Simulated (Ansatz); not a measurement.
Reaction (hydrogenolysis of the Si–Cl bond): `CN[Si](F)(Cl)OC` + H₂ → `CN[SiH](F)OC` + HCl

Program: Ansatz. Geometries: PBE0-D4/def2-TZVP. ΔE: electronic, gas phase. CBS: MP2 limit from def2 TZ/QZ plus the TZ coupled-cluster correction, frozen cores. This one scheme is used for every species. Functionals use def2-TZVPP. B3LYP here is the variant with VWN-RPA as its local correlation; programs differ in this. Each species was taken in one conformer, which may not be the lowest.

`CN[Si](F)(Cl)OC`:

Cartesian coordinates in Å:
```
C 1.317 1.424 0.212
N 1.200 -0.012 0.374
Si -0.179 -0.784 0.962
F 0.164 -2.335 0.956
Cl -0.708 -0.291 2.866
O -1.490 -0.444 0.080
C -1.573 -0.600 -1.324
H 1.940 1.669 -0.653
H 1.737 1.921 1.093
H 0.329 1.854 0.033
H 2.082 -0.489 0.481
H -2.354 0.066 -1.692
H -0.627 -0.347 -1.813
H -1.838 -1.630 -1.576
```

H₂:

Cartesian coordinates in Å:
```
H -0.142 0.276 -0.207
H 0.142 -0.276 0.207
```

`CN[SiH](F)OC`:

```xyz
14

C     0.517    2.122   -1.435
N     0.639    1.136   -0.385
Si   -0.304   -0.252   -0.231
F     0.131   -1.472   -1.177
O    -0.129   -0.757    1.305
C    -0.444   -2.048    1.779
H     0.541    3.139   -1.031
H     1.302    2.035   -2.194
H    -0.443    2.001   -1.943
H     1.459    1.230    0.192
H    -1.697    0.038   -0.638
H    -0.029   -2.827    1.132
H    -0.017   -2.156    2.777
H    -1.528   -2.188    1.848
```

HCl:

Z-matrix (Å, degrees):
```
Cl
H 1 1.279
```

| level | ΔE (kcal/mol) | difference from CCSD(T)/CBS |
| --- | --- | --- |
| PBE-D4 | 21.3 | 0.1 |
| r2SCAN-D4 | 22.9 | 1.7 |
| PBE0-D4 | 21.2 | 0.0 |
| B3LYP-D4 | 21.2 | 0.0 |
| ωB97X-V | 20.9 | -0.3 |
| ωB97M-V | 21.7 | 0.5 |
| B2PLYP | 19.7 | -1.5 |
| PBE | 19.3 | -1.9 |
| r2SCAN | 22.3 | 1.1 |
| PBE0 | 19.4 | -1.8 |
| B3LYP | 17.9 | -3.3 |
| HF/def2-TZVPP | 17.2 | -4.0 |
| MP2/def2-TZVPP | 22.4 | 1.2 |
| SCS-MP2/def2-TZVPP | 20.5 | -0.7 |
| CCSD/def2-TZVPP | 19.2 | -2.0 |
| CCSD(T)/def2-TZVPP | 20.2 | -1.0 |
| HF/def2-QZVPP | 17.1 | -4.1 |
| MP2/def2-QZVPP | 22.9 | 1.7 |
| SCS-MP2/def2-QZVPP | 21.1 | -0.1 |
| HF/CBS(def2) | 17.1 | -4.1 |
| MP2/CBS(def2) | 23.4 | 2.2 |
| CCSD/CBS(def2) | 20.2 | -1.0 |
| CCSD(T)/CBS | 21.2 | 0 |

Largest T1 diagnostic among the species: 0.011.

In def2-TZVPP, CCSD(T) changes the Hartree–Fock value by +3.0 kcal/mol (the triples alone add +1.0 kcal/mol) and MP2 by +5.2 kcal/mol. The D4 term adds +3.2 kcal/mol with B3LYP and +1.8 kcal/mol with PBE0; it sums over pairs of atoms, weighted by their polarisabilities, and B3LYP, whose exchange is more repulsive, gets the larger term.
